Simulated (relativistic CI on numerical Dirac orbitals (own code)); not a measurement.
Calculated at this level of theory: Dirac-Coulomb-Breit CI, KLI orbitals optimised for each configuration, QED by a radiative potential, unscaled Slater integrals (own radial code, finite nucleus).

The strongest absorption lines from the ground level of an ion, among the configurations computed and to levels below about 256 eV (vacuum wavelength in Å, gf): 88.942 (0.17), 92.153 (0.33), 92.966 (2.3), 94.510 (0.93), 95.891 (1.2), 97.003 (0.21), 98.708 (0.24), 102.15 (0.14).

Q: Which ion is it?
A. Se XIX
B. Sr XXV
C. Sr XXIII
D. Kr XXI

A: C. Sr XXIII has 16 electrons and the ground level 3s2 3p4 3P_2; the strongest line goes to 3s2 3p3 3d 3D°_3. The pattern of lines fixes the number of electrons, and along that sequence the line energies rise steadily with the charge (about as its square where n changes within one kind of shell, about linearly where n is kept but much faster in heavy ions where fine structure, which grows about as Z⁴, sets the gap, and irregularly where shells cross), which fixes Z. Configurations outside the model, such as inner-shell arrays, can give stronger lines. At this charge energies of transitions that change n are usually good to better than 1 %, and those within a shell (Δn = 0) to a few per cent.

LS names give the leading component of a level, which can be under half, so a name can repeat, a term be missing and a line seem to break the LS rules.
